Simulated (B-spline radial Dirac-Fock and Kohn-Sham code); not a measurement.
# Photoemission from Ce³⁺ at 13300 eV, detector at θ = 90°, φ = 0°

System: Ce³⁺, [Xe] 4f1. Level of theory: Dirac-Hartree-Slater photoionisation with a Latter tail; cross sections with all multipoles, angular parameters from the dipole term and its interference with E2; an atomic code on a B-spline grid. Thresholds are orbital energies of the model. For linearly polarised light dσ/dΩ = σ/(4π) [1 + β P₂(cos θ) + (δ + γ cos²θ) sin θ cos φ], with θ from the polarisation vector and φ the angle between the beam and the projection of the electron momentum on the plane normal to the polarisation. The dipole factor is 1 + βP₂ and the non-dipole term is the rest of the bracket. Open shells are filled statistically over j.

Input file task.json (cfg lists n, l and occupation; rrms is the nuclear radius in fm):

```json
{"items": [{
  "Z": 58,
  "q": 3,
  "cfg": [[1, 0, 2], [2, 0, 2], [2, 1, 6], [3, 0, 2], [3, 1, 6], [3, 2, 10], [4, 0, 2], [4, 1, 6], [4, 2, 10], [4, 3, 1], [5, 0, 2], [5, 1, 6]],
  "A": 140,
  "rrms": 4.8771,
  "do": "xps",
  "hv": [73.1, 79.7, 80, 100, 107.0, 129.0, 161.0, 200, 221.0, 285.0, 297.0, 300, 400, 688.0, 719.0, 756.0, 833.0, 1030.0, 1060.0, 1570.0, 2000, 2030.0, 2230.0, 2984.4, 3630.0, 6220.0, 6690.0, 10900.0, 12000, 13300.0]
}]}
```

Launch: `python xray2_run.py task.json out`

| subshell | threshold (eV) | σ (kb) | β | γ | δ | dipole factor | non-dipole term | dσ/dΩ (kb/sr) |
| --- | --- | --- | --- | --- | --- | --- | --- | --- |
| 2s | 6546.7 | 5.18 | 1.99 | 0.05 | -0.001 | 0.007 | -0.001 | ≈ 0 |
| 2p1/2 | 6198.6 | 4.79 | 1.38 | 1.26 | 0.085 | 0.308 | +0.085 | 0.150 |
| 2p3/2 | 5745.6 | 7.67 | 1.46 | 1.41 | 0.085 | 0.270 | +0.085 | 0.217 |
| 3s | 1444.3 | 1.11 | 1.99 | 0.43 | -0.001 | 0.007 | -0.001 | ≈ 0 |
| 3p1/2 | 1294.3 | 0.803 | 1.32 | 1.50 | 0.077 | 0.338 | +0.077 | 0.0265 |
| 3p3/2 | 1204.5 | 1.31 | 1.40 | 1.62 | 0.075 | 0.302 | +0.075 | 0.0395 |
| 3d3/2 | 939.4 | 0.229 | 0.78 | 1.83 | 0.348 | 0.610 | +0.348 | 0.0174 |
| 3d5/2 | 919.9 | 0.305 | 0.72 | 1.77 | 0.373 | 0.640 | +0.373 | 0.0246 |
| 4s | 318.2 | 0.260 | 1.99 | 0.52 | 0.000 | 0.007 | 0.000 | ≈ 0 |
| 4p1/2 | 261.6 | 0.171 | 1.31 | 1.54 | 0.076 | 0.347 | +0.076 | 0.00576 |
| 4p3/2 | 242.1 | 0.279 | 1.38 | 1.65 | 0.074 | 0.312 | +0.074 | 0.00858 |
| 4d3/2 | 148.2 | 0.0454 | 0.75 | 1.81 | 0.345 | 0.623 | +0.345 | 0.00350 |
| 4d5/2 | 144.7 | 0.0604 | 0.69 | 1.75 | 0.371 | 0.654 | +0.371 | 0.00493 |
| 4f5/2 | 37.48 | 4.58e-05 | 0.43 | 1.44 | 0.704 | 0.786 | +0.704 | 5.44e-06 |
| 4f7/2 | 37.07 | 5.69e-05 | 0.43 | 1.40 | 0.717 | 0.787 | +0.717 | 6.81e-06 |
| 5s | 69.43 | 0.0489 | 1.98 | 0.54 | 0.000 | 0.008 | 0.000 | ≈ 0 |
| 5p1/2 | 53.19 | 0.0277 | 1.30 | 1.55 | 0.076 | 0.348 | +0.076 | 0.000934 |
| 5p3/2 | 50.05 | 0.0446 | 1.37 | 1.65 | 0.074 | 0.314 | +0.074 | 0.00138 |

Values without a named source are computed, but for edge energies of neutral atoms, which are taken from tables.
